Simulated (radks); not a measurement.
Results of a calculation; reference values are marked as such.
Problem. These are the eigenvalues of the occupied orbitals of an atom or ion with whole-number occupations (eV). Code: a radial shooting solver on a logarithmic mesh with Libxc functionals. Model: scalar-relativistic Kohn-Sham, SCAN, spin-polarised, spherical densities, finite nucleus; meta-GGA in the generalised Kohn-Sham scheme; Fermi nuclear charge, rms radius of each element as measured or else 0.836 A^(1/3) + 0.57 fm.

| orbital | eigenvalue |
|---|---|
| 1s up | -34453.57 |
| 1s down | -34453.42 |
| 2s up | -5399.742 |
| 2s down | -5399.659 |
| 2p up | -4843.659 |
| 2p down | -4843.540 |
| 3s up | -1130.343 |
| 3s down | -1130.254 |
| 3p up | -949.2617 |
| 3p down | -949.1392 |
| 3d up | -681.6046 |
| 3d down | -681.4631 |
| 4s up | -225.2760 |
| 4s down | -225.0014 |
| 4p up | -167.5820 |
| 4p down | -167.3159 |
| 4d up | -83.3531 |
| 4d down | -82.8953 |
| 5s up | -41.8645 |
| 5p up | -28.5042 |
| 5p down | -26.1868 |

Which element is it, and in what charge state? The configuration may be excited. Open shells, if any, are filled with parallel spins first.

Solution. Z = 54, xenon, charge +2: Xe2+ in [Kr] 4d10 5s1 5p5. The list shows which subshells hold electrons but not how many an open one holds; the 1s level, -1266.1 hartree, gives Z - s = 50.3 by -(Z - s)^2/2, which with screening and relativity narrows Z to a few neighbours, and the depths of the outer levels then fix element, charge and occupations together.
